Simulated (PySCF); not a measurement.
Cost against size for one kind of job: GIAO PBE0/pcSseg-1 NMR shielding, non-relativistic, gas phase (PySCF); work: shieldings, charges and field gradients. Hardware: Arm Neoverse V2, one thread (shared host). Times come from a shared host and carry two figures at best.

| species (SMILES) | atoms | electrons | basis functions | SCF cycles | wall time |
| --- | --- | --- | --- | --- | --- |
| C#C[SiH2]C#N | 8 | 42 | 107 | 14 | ? |
| COCC=S | 11 | 48 | 122 | 14 | ? |
| COC(C)=S | 11 | 48 | 122 | 14 | 9.6 s |
| B[C@@H](C)[AlH][O]C | 16 | 54 | 159 | 14 | 16 s |
| C/C=C/[Si@H](NC)OC | 21 | 72 | 208 | 14 | ? |
| CC[C@](CF)(OC)C(=O)Cl | 20 | 88 | 227 | 15 | 42 s |
| CC(=O)[P@](C)(=O)CCCO | 23 | 88 | 242 | 15 | 60 s |

Q: Estimate the withheld figures.

A: `C#C[SiH2]C#N`: 5.5 s; `COCC=S`: 9.3 s; `C/C=C/[Si@H](NC)OC`: 29 s.

Q: With all rows, how does the wall time grow with the number of basis functions N?

A: A straight line through log(time) against log(N) has slope 2.6 between N = 107 and 242, and the rows scatter about it by a factor of about 1.1 (standard error of the fit). This is a fit to these rows, whose iteration counts differ, not the method's formal scaling.

Q: Which species took longest, and how many times the shortest run?

A: `CC(=O)[P@](C)(=O)CCCO`, at 60 s: about 11 times the shortest (5.5 s).
